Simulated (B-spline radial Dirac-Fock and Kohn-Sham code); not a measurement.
Z = 24 (chromium), transition energy 21.4 keV. These are calculated numbers from a radial finite-basis atomic code; the model is a Dirac-Hartree-Slater potential of the neutral atom with a Latter tail (no hole, which puts coefficients of high multipoles low close above an edge), finite nucleus with surface currents. Subshells that would emit electrons below 1 keV are left out.

Task: A pure transition shows α(K) = 3100, L1/L2 = 0.301 and L1/L3 = 0.173. What is its multipolarity?
A. E4
B. E1
C. M4
D. E2
E. E3
F. M2
G. M3
H. M1

Result: E. For comparison, α(K), L1/L2, L1/L3 are E1 3.37, 12.3, 6.68; E2 114, 1.65, 0.931; E4 81900, 0.0768, 0.0446; M1 1.74, 18.8, 44.1; M2 74.3, 10.7, 5.66; M3 2450, 6.83, 1.38; M4 78200, 4.85, 0.627.
